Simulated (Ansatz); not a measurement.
`F[SiH]([SiH3])O[SiH3]` + `OC(O)O` → `OC(O)O[SiH3]` + `O[SiH](F)[SiH3]`  (ligand exchange at the Si–O bond)

Program: Ansatz. Geometries: PBE0-D4/def2-TZVP. ΔE: electronic, gas phase. CBS: MP2 limit from def2 TZ/QZ plus the TZ coupled-cluster correction, frozen cores. Functionals use def2-TZVPP. B3LYP here is the variant with VWN-RPA as its local correlation; programs differ in this. Each species was taken in one conformer, which may not be the lowest.

(1) Is it downhill or uphill in electronic energy at CCSD(T)/CBS, and by how much? (Best estimate.)

(2) What do these levels give: PBE-D4, B3LYP-D4, PBE, r2SCAN, PBE0, HF/def2-TZVPP, MP2/def2-TZVPP, SCS-MP2/def2-TZVPP, HF/def2-QZVPP, MP2/def2-QZVPP, HF/CBS(def2), MP2/CBS(def2)? (Best estimate.)

Largest T1 diagnostic among the species: 0.013.

Answers

(1) The calculation gave: Uphill: ΔE = +17.6 kJ/mol.

(2) The calculation gave: PBE-D4 15.3, B3LYP-D4 19.0, PBE 14.3, r2SCAN 16.0, PBE0 16.6, HF/def2-TZVPP 23.3, MP2/def2-TZVPP 16.1, SCS-MP2/def2-TZVPP 17.5, HF/def2-QZVPP 24.3, MP2/def2-QZVPP 16.8, HF/CBS(def2) 24.4, MP2/CBS(def2) 16.7 kJ/mol.

In def2-TZVPP, CCSD(T) changes the Hartree–Fock value by −6.3 kJ/mol (the triples alone add −1.3 kJ/mol) and MP2 by −7.2 kJ/mol.
